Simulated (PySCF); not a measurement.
5-ethynylpyrimidine (C6H4N2), SMILES c1c(cncn1)C#C.

Coordinates come from a PBE0-D3(BJ)/def2-SVP optimisation.

Level of theory: ωB97X/def2-TZVP in PySCF.

Symmetry labels are those of the subgroup C2v that the program uses (full group C2v).

### Question
List the valence orbital energies around the gap with their symmetry. (The exact figures need the calculation; the answer reports its results.)

### Answer

| orbital | symmetry | energy (eV) |
|---|---|---|
| HOMO−7 | B2 | -14.80 |
| HOMO−6 | A1 | -14.60 |
| HOMO−5 | B1 | -12.48 |
| HOMO−4 | A2 | -11.82 |
| HOMO−3 | A1 | -11.63 |
| HOMO−2 | B2 | -11.26 |
| HOMO−1 | B2 | -9.95 |
| HOMO | B1 | -9.73 |
| LUMO | B1 | 0.32 |
| LUMO+1 | A2 | 0.66 |
| LUMO+2 | B2 | 2.79 |
| LUMO+3 | B1 | 3.77 |
